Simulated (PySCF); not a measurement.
CrO2Cl, SMILES [O]=[Cr+](=[O])[Cl], charge +1, multiplicity 1.

Geometry optimised at B3LYP-D3(BJ)/def2-SVP. The multiplicity is an assumed one; other spin states were not compared. The isomer is the one that the SMILES or the coordinates give; other isomers of the formula were not compared.

Computed with TDDFT-PBE/def2-SVPD run with PySCF.

Vertical excitations. Isolated molecule, no solvent. State labels are in the subgroup Cs.

```tsv
state	symmetry	energy (eV)	λ (nm)	f	main pairs
S1	A"	1.63	759	0.000	HOMO→LUMO 99 %
S2	A"	2.32	533	0.000	HOMO→LUMO+1 93 %
S3	A"	2.42	511	0.001	HOMO−2→LUMO 93 %
S4	A'	2.47	502	0.004	HOMO−1→LUMO 77 %, HOMO−1→LUMO+1 12 %
S5	A'	2.90	427	0.002	HOMO→LUMO+2 74 %, HOMO−1→LUMO+1 24 %
S6	A"	3.22	385	0.003	HOMO−2→LUMO+1 94 %
S7	A'	3.39	366	0.013	HOMO−1→LUMO+1 47 %, HOMO−3→LUMO 19 %, HOMO−1→LUMO 10 %, HOMO−3→LUMO+1 9 %
S8	A"	3.47	358	0.000	HOMO−1→LUMO+2 98 %
S9	A'	3.50	354	0.007	HOMO−3→LUMO 80 %
S10	A'	3.70	335	0.001	HOMO−2→LUMO+2 90 %
T1	A"	1.43	869	0	HOMO→LUMO 99 %
T2	A'	1.91	649	0	HOMO−1→LUMO 95 %
T3	A"	2.05	604	0	HOMO→LUMO+1 97 %
T4	A"	2.18	570	0	HOMO−2→LUMO 98 %
```
Triplets are in the Tamm–Dancoff approximation, which puts them higher than full response would, so one can lie above its singlet here.
